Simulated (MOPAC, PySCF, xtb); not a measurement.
Potential energy curve for H6BN, SMILES [BH3-][NH3+]. The B1–N5 bond (B1 also carries H, H, H; N5 carries H, H, H) is pulled apart rigidly from the PBE0/def2-TZVP optimised geometry.

UMP2/3-21G = PySCF with unrestricted MP2 (frozen core)/3-21G; AM1, restricted, heats of formation (MOPAC); GFN1-xTB (xtb); UCCSD(T) = CCSD(T) on UHF/cc-pVDZ, 2 core orbitals frozen in PySCF.

Energies relative to the lowest point of each curve near equilibrium, in kJ/mol; the last columns give the difference from UCCSD(T):

| R / Å | UMP2/3-21G | AM1 | GFN1-xTB | UCCSD(T) | UMP2/3-21G − UCCSD(T) | AM1 − UCCSD(T) | GFN1-xTB − UCCSD(T) |
|---|---|---|---|---|---|---|---|
| 1.32 | 186.9 | 92.2 | 128.4 | 150.7 | 36.2 | -58.6 | -22.3 |
| 1.39 | 106.6 | 38.6 | 66.3 | 81.7 | 24.9 | -43.0 | -15.4 |
| 1.48 | 43.8 | 6.4 | 22.0 | 30.2 | 13.7 | -23.8 | -8.2 |
| 1.54 | 20.0 | 0.0 | 7.4 | 12.0 | 8.0 | -12.0 | -4.6 |
| 1.59 | 8.0 | 1.0 | 1.6 | 3.8 | 4.3 | -2.8 | -2.2 |
| 1.64 | 1.7 | 6.3 | 0.0 | 0.3 | 1.4 | 6.0 | -0.3 |
| 1.67 | 0.0 | 11.1 | 0.7 | 0.0 | 0.0 | 11.1 | 0.7 |
| 1.75 | 1.6 | 28.7 | 6.8 | 4.1 | -2.4 | 24.7 | 2.7 |
| 1.79 | 5.0 | 39.5 | 11.6 | 8.0 | -3.0 | 31.5 | 3.6 |
| 1.91 | 21.5 | 76.5 | 30.2 | 24.5 | -3.0 | 52.0 | 5.8 |
| 2.03 | 43.2 | 114.4 | 51.6 | 44.1 | -0.9 | 70.3 | 7.6 |
| 2.20 | 76.2 | 157.9 | 81.6 | 72.1 | 4.0 | 85.8 | 9.4 |
| 2.48 | 125.3 | 194.4 | 121.5 | 111.7 | 13.6 | 82.7 | 9.8 |
| 2.74 | 160.4 | 206.5 | 145.2 | 138.7 | 21.7 | 67.8 | 6.4 |
| 2.97 | 183.5 | 211.8 | 157.1 | 155.9 | 27.6 | 55.9 | 1.2 |
| 3.31 | 207.7 | 215.9 | 165.0 | 173.1 | 34.6 | 42.8 | -8.1 |
| 3.65 | 223.9 | 217.9 | 167.7 | 184.2 | 39.7 | 33.8 | -16.5 |
| 4.04 | 235.2 | 219.4 | 168.8 | 192.2 | 42.9 | 27.2 | -23.4 |
| 4.47 | 241.2 | 220.6 | 169.3 | 197.4 | 43.8 | 23.2 | -28.1 |
| 4.88 | 243.8 | 221.4 | 169.6 | 200.0 | 43.8 | 21.5 | -30.4 |
| 5.68 | 245.9 | 222.5 | 170.0 | 202.1 | 43.7 | 20.3 | -32.2 |

UMP2/3-21G is furthest from UCCSD(T) at 4.47 (43.8 kJ/mol, above); its mean absolute difference over the points is 19.7 kJ/mol.

AM1 is furthest from UCCSD(T) at 2.20 (85.8 kJ/mol, above); its mean absolute difference over the points is 37.9 kJ/mol.

GFN1-xTB is furthest from UCCSD(T) at 5.68 (-32.2 kJ/mol, below); its mean absolute difference over the points is 11.4 kJ/mol.
